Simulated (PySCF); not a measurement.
**Excitation energy of O²⁺ by level of theory**

O²⁺ [He] 2s2 2p2 (3P) → O²⁺ [He] 2s1 2p2 3s1 (5P), as a difference of total energies. Computed with PySCF 2.14 in dyall-acv3z, with the spin-free X2C one-electron Hamiltonian (Gaussian nucleus). Correlated levels: valence: 1s2 frozen; valence and next inner shell: nothing frozen; virtual orbitals above 40 to 60 times the deepest correlated orbital energy dropped. The calculations carry no spin-orbit coupling.

| method | excitation energy (cm⁻¹) |
| --- | --- |
| UHF | 320570 |
| LDA | 334440 |
| PBE | 333870 |
| PBE0 | 333800 |
| r2SCAN | 331790 |
| M06-2X | 342120 |
| r2SCANh | 332010 |
| BHandHLYP | 340220 |
| BLYP | 340000 |
| MP2 (valence) | 333770 |
| MP2 (valence and next inner shell) | 334150 |

Problem. Estimate what SCS-MP2 (valence and next inner shell) gives.

Solution. 337730 cm⁻¹, closest to BLYP among the rows shown.

Problem. Estimate what SCS-MP2 (valence) gives.

Solution. 337440 cm⁻¹, closest to BLYP among the rows shown.

The promoted electron is Rydberg-like, and one or two diffuse shells describe it only roughly, which tends to raise the upper state.
